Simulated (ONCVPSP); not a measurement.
sulfur: one change to an ONCV potential, before and after

S (Z = 16), optimised norm-conserving Vanderbilt (ONCV), made with ONCVPSP 4.0.1 (LDA (Perdew-Wang 92), scalar-relativistic). Core [Ne], reference 3s2 3p4. Waves: 3s: rc 1.40 bohr, ncon 4, nbas 7, qcut 4.1 1/bohr, 2 projectors, debl 3.3 Ha; 3p: rc 1.35 bohr, ncon 4, nbas 8, qcut 7.4 1/bohr, 2 projectors, debl 0.3 Ha. Local part: polynomial inside 1.10 bohr (lpopt 5, dvloc0 0 Ha). Core correction: Teter function, fcfact 1.5, rcfact 1.25.

All-electron outer shells of the reference configuration (LDA (PZ), scalar-relativistic, ld1.x):

| shell | level (eV) | outermost node (bohr) | outermost maximum (bohr) |
| --- | --- | --- | --- |
| 2s | -210.79 | 0.13 | 0.39 |
| 2p | -156.52 | – | 0.33 |
| 3s | -17.28 | 0.60 | 1.40 |
| 3p | -7.11 | 0.58 | 1.59 |

Change: core correction none.

Cutoffs: the cutoffs (Ha) at which the residual kinetic energy of the hardest occupied pseudo-wave falls to 1 and 0.1 mHa per electron; they do not see the model core or the augmentation charge, which bear on the density cutoff. Errors are all-electron minus pseudo energies relative to the spin-unpolarised reference configuration.

**Question.** What does the change do?

**Answer.** The potential gets neither clearly harder nor softer (40 Ha and 57 Ha → 40 Ha and 57 Ha); of the 4 tests that both files solve, the error grows in 2 and shrinks in 0 by more than 15 % and 0.3 meV (median size 11.0 → 12.7 meV); neither file shows a bound ghost.

| quantity | base | changed |
| --- | --- | --- |
| cutoff, loose | 40 Ha | 40 Ha |
| cutoff, tight | 57 Ha | 57 Ha |
| bound ghosts | none | none |
| GHOST(+) flags under 300 eV | s at 182.4 eV | s at 182.4 eV |
| error for 3s2 3p3, meV [ΔE 11.86 eV] | +1.8 | +2.0 |
| error for 3s2 3p2, meV [ΔE 34.23 eV] | +20 | +23 |
| error for 3s2 3p1, meV [ΔE 68.38 eV] | +90 | +105 |
| error for 3s1 3p5, meV [ΔE 10.24 eV] | +0.2 | +1.4 |
| s: phases at 1.42 bohr within 0.05 rad from the reference energy up to (Ha; the scan ends near 5) | to the end of the scan | to the end of the scan |
| p: phases at 1.37 bohr within 0.05 rad from the reference energy up to (Ha; the scan ends near 5) | 4.3 | 4.3 |
